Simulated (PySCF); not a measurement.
Problem. Give a PBE0-D3(BJ)/def2-SVP geometry of `[PH2][GeH2][Se][GeH3]`.

Solution. 
```
atom  x, y, z in Å
P1     2.234    1.084   -0.577
Ge2    1.478   -1.027    0.032
Se3   -0.234   -1.048    1.660
Ge4   -1.776    0.216    0.405
H5     0.927    1.566   -0.894
H6     2.191    1.585    0.760
H7     0.986   -1.740   -1.243
H8     2.639   -1.811    0.670
H9    -3.142    0.002    1.073
H10   -1.791   -0.287   -1.050
H11   -1.405    1.710    0.428
```

Any rigid rotation of these coordinates is as good. Atoms count from 1 in this order. P1 (three-coordinate phosphorus) is pyramidal (angles 93.9°, 93.6° and 93.6°, sum 281.0°, 0.87 Å off the plane of its three neighbours). Ge4 (germanium bonded to Se and 3 H) is tetrahedral (angles from 106.0° to 110.9°). Ge2 (germanium bonded to P, Se and 2 H) is distorted tetrahedral (angles from 104.9° to 115.1°).

Bonds between heavy atoms (Å): P1–Ge2 2.324, Ge2–Se3 2.362, Se3–Ge4 2.356.

Method used: PBE0-D3(BJ)/def2-SVP geometry optimisation, gas phase in PySCF 2.14.0.

Point group: C1 (no symmetry element, even within 0.4 Å). No PBE0-D3(BJ)/def2-SVP frequencies stand behind this structure, so it isn't proved a minimum. The numbers are those of one conformer (H–P1–Ge2–Se3 -54° and 40°, P1–Ge2–Se3–Ge4 59°).

Time: 98 s of wall time. Hardware: Arm Neoverse V2, one thread, on a shared host. These figures are those of the optimisation.
